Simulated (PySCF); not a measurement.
ORD: `C1[C@@H](C)[C@@H](C=O)[C@H]1[SiH3]`, C₆H₁₂OSi

Geometry (Å), atoms numbered from 1 in this order:
```xyz
20

C    -1.9465    0.0107    0.6081
C    -1.1088   -0.7098   -0.4340
C     0.0580   -1.5259    0.1438
C     1.0647   -0.5318   -0.4636
Si    2.0476    0.4987    0.8082
C    -0.0807    0.1718   -1.2017
C    -0.1943    1.6329   -0.9809
O     0.5461    2.2721   -0.2818
H    -1.3152    0.6087    1.2609
H    -2.6816    0.6631    0.1404
H    -2.4769   -0.7191    1.2174
H    -1.7644   -1.2758   -1.0999
H     0.1288   -2.5324   -0.2662
H     0.0651   -1.5921    1.2300
H     1.7666   -1.0075   -1.1496
H     2.9702    1.4197    0.1590
H     1.2043    1.0570    1.8616
H     2.8649   -0.5389    1.4720
H    -0.1188   -0.0158   -2.2787
H    -1.0342    2.1248   -1.5074
```

Level of theory: PySCF, TDDFT BHandHLYP/def2-SVPD circular dichroism and optical rotation, one conformer, gas phase. Geometry: GFN2-xTB.

The molecule is flexible and this is one conformer; a measurement averages over conformers.

Stereocentres: C2 R, C4 S, C6 S.

Give the optical rotatory dispersion at 633, 589.3, 546, 436, 405, 365, 355 nm.

[α] in deg dm⁻¹ (g/mL)⁻¹:
| λ (nm) | origin-invariant length gauge | modified velocity gauge | length gauge (centre of mass) | isotropic polarisability (au) |
| --- | --- | --- | --- | --- |
| 633 | +77.8 | +88.5 | +78.0 | 95.0 |
| 589.3 | +93.1 | +105.8 | +93.2 | 95.3 |
| 546 | +113.6 | +129.1 | +113.8 | 95.7 |
| 436 | +219.9 | +248.8 | +220.2 | 97.3 |
| 405 | +283.8 | +320.4 | +284.1 | 98.0 |
| 365 | +431.4 | +484.6 | +431.8 | 99.3 |
| 355 | +490.9 | +550.5 | +491.2 | 99.7 |

And for the mirror image at 589.3 nm?

-93.1 deg dm⁻¹ (g/mL)⁻¹ (origin-invariant length gauge): the same size and the opposite sign.

What is the molar rotation [Φ] = [α]·M/100 of the geometry above at 589.3 nm?

With M = 128.25 g/mol, +119.4 deg cm² dmol⁻¹ (origin-invariant length gauge).

The first excitation lies at 4.58 eV (271 nm) with R = +5.4 × 10⁻⁴⁰ esu² cm² (velocity form).
